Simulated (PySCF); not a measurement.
```xyz
5
charge 0 multiplicity 1, angstrom
Sn    0.2938    0.0000    0.0000
O    -0.9835   -1.5148    0.0000
O    -0.9835    1.5148    0.0000
H    -1.9252   -1.3257    0.0000
H    -1.9252    1.3257    0.0000
```

Computed with PBE0 in PySCF with Sn def2-TZVP with ECP28, O def2-TZVP, H def2-TZVP; scalar-relativistic core potentials, no spin–orbit coupling; density-fitted integrals.

This geometry of Sn(OH)₂ is a stationary point at this level.

Question: What is the point group?

Answer: C2v.

Question: Is it a minimum?

Answer: Yes: all harmonic wavenumbers are real.

Question: List the harmonic modes with their infrared intensities.

Answer: 
```tsv
symmetry	ω (cm⁻¹)	IR (km/mol)
a1	200	22.6
a2	289	0.0
b1	385	269
b2	581	126
a1	601	91.6
b2	611	132
a1	744	0.7
b2	3882	5.2
a1	3883	63.2
```

Question: What are the dipole moment and the gap between the highest occupied and lowest empty levels?

Answer: 0.39 D and 5.88 eV.

In C2v the vibrations span 4a1 + a2 + b1 + 3b2. Here b1 is antisymmetric to the molecular plane and b2 lies in it. The a2 mode carries no infrared intensity, as symmetry demands.

Other isomers or separated fragments may lie lower.
